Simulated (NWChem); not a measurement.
C2HF3Si; SMILES C#C[Si](F)(F)F

```xyz
7

C      0.0000     0.0000     2.6934
C      0.0000     0.0000     1.4787
Si     0.0000     0.0000    -0.3197
F      1.3456    -0.6397    -0.8930
F     -0.1188     1.4851    -0.8930
F     -1.2268    -0.8454    -0.8930
H      0.0000     0.0000     3.7702
```
Atoms are numbered in this order, from 1.

Computed with NWChem. Geometry: optimised at PBE0/def2-SVP. B3LYP is NWChem's, with the RPA form of VWN correlation. Solvent water, SMD (1 M gas to 1 M solution), gas-phase geometry. Reactions with the solvent are ignored.

Taking B3LYP/def2-TZVPP as the yardstick, which of these has the fewest basis functions while keeping “dipole in solution (D)” within 0.2 D of it: B3LYP/def2-TZVP; B3LYP/STO-3G; B3LYP/def2-SVPD; B3LYP/def2-SVP?

B3LYP/def2-SVP.
| level | basis functions | dipole in solution (D) | relative time (rough) |
|---|---|---|---|
| B3LYP/STO-3G | 35 | 0.72 | 1 |
| B3LYP/def2-SVP | 93 | 3.35 | 3 |
| B3LYP/def2-SVPD | 141 | 3.59 | 10 |
| B3LYP/def2-TZVP | 198 | 3.45 | 10 |
| B3LYP/def2-TZVPP | 211 | 3.45 | 10 |

The yardstick is one finite set, not the basis-set limit.
